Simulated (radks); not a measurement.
Task: Coherent X-ray form factor from a spherical all-electron density. Calculated with a radial shooting solver on a logarithmic mesh with Libxc functionals: scalar-relativistic Kohn-Sham, exchange-only r2SCAN, spin-unpolarised, spherical densities, finite nucleus; meta-GGA in the generalised Kohn-Sham scheme; Fermi nuclear charge, rms radius of each element as measured or else 0.836 A^(1/3) + 0.57 fm.

| sin(theta)/lambda (1/angstrom) | f0 (electrons) |
|---|---|
| 0.05 | 58.408 |
| 0.1 | 56.726 |
| 0.15 | 54.205 |
| 0.2 | 51.172 |
| 0.25 | 47.948 |
| 0.3 | 44.782 |
| 0.4 | 39.141 |
| 0.5 | 34.562 |
| 0.6 | 30.796 |
| 0.8 | 24.854 |
| 1 | 20.624 |
| 1.25 | 17.239 |
| 1.5 | 14.990 |
| 2 | 11.333 |

The species is in the configuration that NIST lists as its ground one. Which atom or ion scatters so?

Result: The europium ion Eu4+, [Xe] 4f5. Extrapolating in s^2 from the first two rows gives f0(0) = 59.0, near the electron count 59; among species with that count, the fall with angle is slower the higher Z, and the table is that of Z = 63; from so few rows the species is fixed only to a neighbour or two.
